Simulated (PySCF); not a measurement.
**Tb(2+): ionisation energy**

Tb(2+) [Xe] 4f9 (high-spin determinant) → Tb(3+) [Xe] 4f8 (7F), as a difference of total energies. Calculation: PySCF 2.14, in x2c-TZVPPall with one added diffuse shell each of s, p, d, f type (12s8p8d5f2g, 129 functions); the spin-free X2C one-electron Hamiltonian (Gaussian nucleus). The calculations carry no spin-orbit coupling.

```json
{"method": "UHF", "ionisation energy (eV)": "17.359", "difference from reference (eV)": "-4.461"}
{"method": "BP86", "ionisation energy (eV)": "23.401", "difference from reference (eV)": "+1.581"}
{"method": "M06", "ionisation energy (eV)": "21.460", "difference from reference (eV)": "-0.360"}
{"method": "revPBE", "ionisation energy (eV)": "23.150", "difference from reference (eV)": "+1.330"}
```

Reference: 21.82 ± 0.03 eV (semi-empirical (NIST evaluation); NIST Atomic Spectra Database, ionization energies).

The reference lies between the lowest fine-structure levels, while these numbers refer to the centres of the terms.

The determinant of Tb(2+) mixes LS terms, which raises its energy above the lowest term, most at the Hartree-Fock and MP2 levels.
